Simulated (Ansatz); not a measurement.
`C[SiH](Cl)[GeH3]` → C• + Cl• + Ge• + 7 H• + Si•  (atomization)

Calculated with Ansatz (gas phase, PBE0-D4/def2-TZVP geometries, no zero-point term in ΔE). CCSD(T)/CBS adds triple-zeta CCSD(T) − MP2 to the extrapolated MP2 energy (def2 sets, frozen cores). This one scheme is used for every species, atoms too. DFT in def2-TZVPP. No spin–orbit coupling; open shells (•) take unrestricted orbitals. Spin–orbit coupling would lower the free atoms: a little for C, Cl, Si; clearly for Ge. For Ge outer-core shells are correlated without core-valence functions, so the limit isn't a true one: a few kJ/mol of doubt a bond, and 10 to 20 or more in all where bonds break to atoms. Scalar relativity is left out up to krypton.

**Question.** What is ΔE at CCSD(T)/CBS? (An estimate is asked.)

**Answer.** The calculation gave: +834.8 kcal/mol.

**Question.** What do these levels give: B97M-V, PBE0-D4, r2SCANh-D4, MP2/def2-SVP, HF/def2-TZVPP, MP2/CBS(def2)? (Estimate.)

**Answer.** Computed: B97M-V 841.4, PBE0-D4 828.0, r2SCANh-D4 832.6, MP2/def2-SVP 779.1, HF/def2-TZVPP 631.0, MP2/CBS(def2) 834.1 kcal/mol.

Largest T1 diagnostic among the species: 0.012.

From BLYP to BHLYP (50 % exact exchange), in def2-TZVPP and without D4, ΔE moves by +4.6 kcal/mol. Leaving LDA and LC-ωPBE aside and taking each functional with its dispersion term where it has one, the values, not all of them listed here, spread over 25.1 kcal/mol, from revPBE-D4 to B97M-V. LDA lies +104.2 kcal/mol from PBE without D4, its usual overbinding. At CCSD(T), def2-SVP lies −53.4 kcal/mol from the extrapolated value and def2-TZVPP −18.6 kcal/mol: correlation converges slowly with the basis, and small sets miss more of it in the bonded molecule than in its fragments.

For atomizations the MP2-based limit and the directly extrapolated one differ by several kJ/mol either way, and by 10 to 25 for some Ge, Se and Sn compounds, so smaller differences from it don't rank the levels.
